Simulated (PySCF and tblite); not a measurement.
Results of a calculation; reference values are marked as such.
Stationary points of C₆H₁₁N at GFN2-xTB, in Å:

Structure A

```
 1 C    -0.515   -1.604    0.025
 2 C     0.802   -1.479   -0.018
 3 C     1.496   -0.246   -0.514
 4 C     1.140    1.004    0.300
 5 N    -0.152    1.541   -0.086
 6 C    -1.293    0.773    0.380
 7 C    -1.459   -0.527   -0.418
 8 H    -0.959   -2.516    0.401
 9 H     1.432   -2.288    0.323
10 H     1.212   -0.054   -1.552
11 H     2.576   -0.394   -0.475
12 H     1.186    0.760    1.377
13 H     1.885    1.778    0.094
14 H    -0.232    2.493    0.257
15 H    -2.182    1.391    0.229
16 H    -1.222    0.530    1.456
17 H    -1.282   -0.291   -1.470
18 H    -2.488   -0.874   -0.312
```

Structure B

```
 1 C    -0.519   -1.586   -0.011
 2 C     0.799   -1.464   -0.053
 3 C     1.530   -0.227   -0.486
 4 C     1.164    1.002    0.371
 5 N    -0.138    1.512    0.075
 6 C    -1.302    0.773    0.450
 7 C    -1.490   -0.507   -0.390
 8 H    -0.951   -2.521    0.321
 9 H     1.416   -2.301    0.245
10 H     1.280    0.002   -1.527
11 H     2.606   -0.396   -0.424
12 H     1.226    0.714    1.434
13 H     1.895    1.792    0.191
14 H    -0.235    2.420   -0.327
15 H    -2.176    1.415    0.321
16 H    -1.242    0.485    1.513
17 H    -1.353   -0.242   -1.442
18 H    -2.510   -0.870   -0.260
```

Structure C

```
 1 C    -0.522   -1.567   -0.041
 2 C     0.795   -1.444   -0.082
 3 C     1.517   -0.185   -0.464
 4 C     1.151    1.013    0.432
 5 N    -0.144    1.612    0.188
 6 C    -1.288    0.786    0.511
 7 C    -1.485   -0.463   -0.369
 8 H    -0.959   -2.513    0.248
 9 H     1.416   -2.292    0.173
10 H     1.276    0.074   -1.502
11 H     2.594   -0.349   -0.406
12 H     1.182    0.706    1.481
13 H     1.896    1.802    0.287
14 H    -0.203    1.910   -0.782
15 H    -2.174    1.424    0.421
16 H    -1.193    0.482    1.557
17 H    -1.360   -0.169   -1.418
18 H    -2.507   -0.821   -0.245
```

The path came from a restrained scan, a climbing-image band and a saddle search at GFN2-xTB; energies are PBE0/pcSseg-1 + D3(BJ)//GFN2-xTB, thermal terms GFN2-xTB.

**Question.** Which structure is a saddle point, and along which motion?

**Answer.** B: one imaginary mode (656i cm⁻¹ at GFN2-xTB, mostly on H14, N5), along the pyramidal inversion at N5.

**Question.** Give their symmetry and energies above the lowest.

**Answer.** A Cs, 0.0 kcal/mol; B Cs, 3.8 kcal/mol; C Cs, 0.2 kcal/mol.
